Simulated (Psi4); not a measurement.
# How methods differ on CH6GeSe (SMILES C[Se][GeH3])

CH6GeSe: 9 atoms, total charge 0, spin state singlet. As SMILES, `C[Se][GeH3]`. Geometry: optimised at PBE0/def2-TZVP.

Quantity: the dipole moment, in D. The values are calculated.

| level | kind | program | value (D) | CPU time |
| --- | --- | --- | --- | --- |
| PBE-D4/def2-TZVPP (density fitting) | GGA | Psi4 | 1.29 | 81 s |
| B3LYP-D4/def2-TZVPP (density fitting) | global hybrid | Psi4 | 1.32 | 86 s |
| PBE0-D4/def2-TZVPP (density fitting) | global hybrid | Psi4 | 1.38 | 80 s |
| wB97M-V/def2-TZVPP (density fitting) | range-separated hybrid | Psi4 | 1.33 | 4.1 min |

All-electron rows without a relativistic Hamiltonian named are non-relativistic. The values span 1.29 to 1.38 D. Magnitudes only. Times are those of the runs behind each value, whatever else they computed, on shared processors of several kinds: orders of magnitude only.
